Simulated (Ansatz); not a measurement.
The cluster Si₇⁻. Charge -1, multiplicity 2. Geometry PBE-D4/def2-SVPD; atoms count from 1.

```tsv
atom	x (Å)	y (Å)	z (Å)
Si1	0.140	0.046	0.103
Si2	1.553	-0.701	-1.550
Si3	-1.032	1.660	3.727
Si4	-0.815	-0.875	-1.954
Si5	-2.273	-0.117	-0.268
Si6	3.722	-0.798	-1.799
Si7	-1.295	0.785	1.741
```

The charge -1 doublet is spin-contaminated (final ⟨S²⟩ up to 1.25, 0.75 for a pure state). Another isomer (doublet) lies 2.65 eV lower at PBE0-D4/def2-TZVPD; other spin states weren't run for this one.

**Question.** Estimate the Mulliken populations from the PBE0/def2-TZVPD orbitals of Ansatz.

**Answer.** 
| atom | charge (e) | spin (α − β) |
| --- | --- | --- |
| Si1 | 0.15 | 0.15 |
| Si2 | 0.04 | -0.28 |
| Si3 | -0.37 | 0.95 |
| Si4 | -0.24 | -0.25 |
| Si5 | -0.25 | -0.25 |
| Si6 | -0.37 | 0.95 |
| Si7 | 0.04 | -0.27 |
Mulliken values and Mayer orders depend strongly on the basis. With diffuse functions, as here, like atoms can get unlike values, and bond orders can come out too low or too high.

**Question.** Where does the spin sit?

**Answer.** Summed by element: Si 1.00, of 1 unpaired in all. Largest on single atoms: Si6 0.95, Si3 0.95, Si2 -0.28.

**Question.** And the Mayer bond orders between bonded heavy atoms (over 0.3)?

**Answer.** Si1–Si2 0.99 (2.30 Å); Si1–Si4 0.80 (2.45 Å); Si1–Si5 0.80 (2.45 Å); Si1–Si7 0.99 (2.30 Å); Si2–Si4 0.73 (2.41 Å); Si2–Si6 1.38 (2.19 Å); Si3–Si7 1.38 (2.19 Å); Si4–Si5 0.84 (2.35 Å); Si5–Si7 0.73 (2.41 Å).
